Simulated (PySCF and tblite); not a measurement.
C₆H₈FNS, numbered as in [CH3:1][CH:2]([CH3:3])[c:4]1[cH:5][s:6][n:7][c:8]1[F:9]. The ensemble was built from 60 distance-geometry starts (ETKDG and KDG, MMFF94s, GFN2-xTB) and rests on GFN2-xTB geometries. Free energies are PBE0-D3(BJ)/pcSseg-1 single points with GFN2-xTB rigid-rotor and vibrational terms (modes under about 100 cm⁻¹ blended into free rotors). Symmetry numbers and mirror images are counted. Conformers within 2.5 kcal/mol (GFN2-xTB free energy) were kept, 2 at most. GIAO shieldings: PBE0/pcSseg-1. Shifts are against TMS (¹H), TMS (¹³C), CFCl3 (¹⁹F), NH3 (¹⁵N) at the same level. Codes: tblite and PySCF.

Torsions listed: C1–C2–C4–C5.

| conformer | shape | point group | mirror pair | ΔE(DFT) | Δ(G−E) at 250 K | δ C2 (ppm) |
| --- | --- | --- | --- | --- | --- | --- |
| 1 | 119° | Cs | no | 0.00 | 0.00 | 32.8 |
| 2 | -62° | Cs | no | 0.40 | -0.59 | 28.4 |

Energies in kcal/mol; the thermal term leaves out symmetry numbers and mirror images.

(1) Work out the weights at 250 K and the ¹³C shift of C2 under fast exchange.

Results:

(1) RT = 0.497 kcal/mol. Each conformer gets RT ln(σ/g), with σ the rotational symmetry number and g = 2 for a mirror pair: 1: σ = 1, g = 1, G = 0.00 + 0.00 + 0.00 = 0.00, 0.20 above the lowest, exp(−ΔG/RT) = 0.670; 2: σ = 1, g = 1, G = 0.40 − 0.59 + 0.00 = -0.20, 0.00 above the lowest, exp(−ΔG/RT) = 1.000. The sum is 1.670, so the weights are 40.2, 59.8 %. The averaged shift is 30.2 ppm. At 298.15 K it is 30.1 ppm. At 298.15 K the leading conformer alone gives 28.4 ppm and bare DFT energies give 31.3 ppm.


¹⁵N shifts are against a computed isolated NH3 molecule, about 20 ppm from the liquid.

Conformer gaps in pcSseg-1 on xTB geometries can be 2 kcal/mol off for S=O, P=O and other polar bonds.